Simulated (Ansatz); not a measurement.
Start from `COB(C)F` and change one atom or group to get `C#CB(C)F`.

Ansatz, PBE0-D4/def2-TZVP geometries, multiplicity 1. Each molecule was computed in one conformer, which needn't be the lowest.

```json
{"property": "LUMO energy (PBE/def2-TZVPP) / eV", "`COB(C)F`": "-0.05"}
{"property": "HOMO–LUMO gap (B3LYP/def2-TZVPP) / eV", "`COB(C)F`": "9.27"}
{"property": "HOMO–LUMO gap (PBE/def2-TZVPP) / eV", "`COB(C)F`": "7.40"}
{"property": "size of the dipole moment (B3LYP/def2-TZVPP) / D", "`COB(C)F`": "2.79"}
{"property": "HOMO–LUMO gap (PBE0/def2-TZVPP) / eV", "`COB(C)F`": "9.84"}
{"property": "HOMO energy (PBE0/def2-TZVPP) / eV", "`COB(C)F`": "-9.01"}
```

**Question.** Give the same properties after the change, and the shifts. (Estimate.)

**Answer.** Computed: 
```json
{"property": "LUMO energy (PBE/def2-TZVPP) / eV", "`C#CB(C)F`": "-2.34", "shift": "-2.29"}
{"property": "HOMO–LUMO gap (B3LYP/def2-TZVPP) / eV", "`C#CB(C)F`": "6.55", "shift": "-2.72"}
{"property": "HOMO–LUMO gap (PBE/def2-TZVPP) / eV", "`C#CB(C)F`": "4.81", "shift": "-2.59"}
{"property": "size of the dipole moment (B3LYP/def2-TZVPP) / D", "`C#CB(C)F`": "1.60", "shift": "-1.19"}
{"property": "HOMO–LUMO gap (PBE0/def2-TZVPP) / eV", "`C#CB(C)F`": "7.02", "shift": "-2.82"}
{"property": "HOMO energy (PBE0/def2-TZVPP) / eV", "`C#CB(C)F`": "-8.40", "shift": "0.61"}
```

With PBE0 the HOMO rises by 0.61 eV and the LUMO falls by 2.22 eV, so the gap narrows by about 2.83 eV. PBE moves the HOMO by 0.29 eV and ωB97M-V by 0.73 eV. Dipoles are sizes alone; their direction can turn.

B3LYP here is the variant with VWN-RPA as its local correlation; programs differ in this.
